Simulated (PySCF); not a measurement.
**OsH₂: from structure and modes to constants**

These are results of UPBE0 in PySCF with Os def2-TZVP with ECP60, H def2-TZVP; scalar-relativistic core potentials, no spin–orbit coupling; density-fitted integrals, not measurements.

The triplet minimum has C2v symmetry. Masses (u): Os 191.96148, H 1.00782.

```xyz
3
charge 0 multiplicity 3, angstrom
Os    0.0000    0.0000   -0.0118
H     1.0814    0.0000    1.1418
H    -1.0814    0.0000    1.1418
```

Harmonic wavenumbers (cm⁻¹): 535.5 (a1, ×1), 2242.7 (b2, ×1), 2288.9 (a1, ×1).

Task: Find the principal moments of inertia and the rotational constants. What kind of rotor is it?

Result: About the centre of mass I = 2.3573, 2.6547, 5.012 u Å². With B = 16.8576/I this gives 7.151, 6.35, 3.363 cm⁻¹. The molecule is an asymmetric top with κ = 0.58.

Task: What is the harmonic zero-point energy?

Result: Half the sum of all 3 wavenumbers, 5067/2 = 2534 cm⁻¹, which is 30.3 kJ/mol (1 cm⁻¹ = 0.0119627 kJ/mol).

Task: Find the vibrational entropy and heat capacity at 298.15 K.

Result: With u = 1.43878 ω/T, each mode gives S = R[u/(eᵘ−1) − ln(1−e⁻ᵘ)] and C = R u² eᵘ/(eᵘ−1)².
```
ω (cm⁻¹)       u  S (J/(mol K))  C (J/(mol K))
   535.5   2.584           2.41           4.90
  2242.7  10.822           0.00           0.02
  2288.9  11.046           0.00           0.02
```
The sums over all modes are S = 2.4 and C = 4.9 J/(mol K); the softest mode gives 100 % of the entropy.

Task: Give the standard entropy (298.15 K, 1 bar) by its translational, rotational, vibrational and spin parts, and Cp.

Result: Sackur–Tetrode with M = 193.98 u gives 174.6; rotation with symmetry number 2 gives 57.1; vibration 2.4; spin R ln 3 = 9.1. The total is 243.2 J/(mol K), and Cp = 4 R + 4.9 = 38.2 J/(mol K).

Only a few start shapes were tried, so a lower isomer may exist. Open d and f shells are described by one determinant, and the ground state may have another occupation or spin. No spin–orbit coupling is included, which matters more the heavier the element.
